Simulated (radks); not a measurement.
Results of a calculation; reference values are marked as such.
All-electron atom: neutral silicon in [Ne] 3s2 3p1 6s1 (not the ground configuration). Code: a radial shooting solver on a logarithmic mesh with Libxc functionals. Model: Dirac Kohn-Sham, PBE, spin-unpolarised, spherical densities, point nucleus; open shells fill j = l - 1/2 first.

Unscreened Slater integrals over Kohn-Sham orbitals (eV). Large and small components are both included. Empty in this configuration: 3p3/2.

integral            value
F0(6s1/2,6s1/2)    1.0339
F0(6s1/2,3p1/2)    1.4617
G1(6s1/2,3p1/2)  0.036852
F0(6s1/2,3s1/2)    1.4717
G0(6s1/2,3s1/2)  0.023844
F0(6s1/2,2p3/2)    1.5146
G1(6s1/2,2p3/2)  0.012931
F0(6s1/2,3p3/2)    1.4615
G1(6s1/2,3p3/2)  0.036963
F0(3p1/2,3p1/2)    10.004
F0(3p1/2,3s1/2)    10.835
G1(3p1/2,3s1/2)    7.0902
F0(3p1/2,2p3/2)    13.642
G2(3p1/2,2p3/2)   0.78799
F0(3p1/2,3p3/2)    9.9908
G2(3p1/2,3p3/2)    5.0669
F0(3s1/2,3s1/2)    11.921
F0(3s1/2,2p3/2)    15.852
G1(3s1/2,2p3/2)    1.0857
F0(3s1/2,3p3/2)    10.818
G1(3s1/2,3p3/2)    7.0710
F0(2p3/2,2p3/2)    46.575
F2(2p3/2,2p3/2)    21.350
F0(2p3/2,3p3/2)    13.609
F2(2p3/2,3p3/2)    2.0198
G0(2p3/2,3p3/2)   0.81718
G2(2p3/2,3p3/2)   0.78809
F0(3p3/2,3p3/2)    9.9779
F2(3p3/2,3p3/2)    5.0610
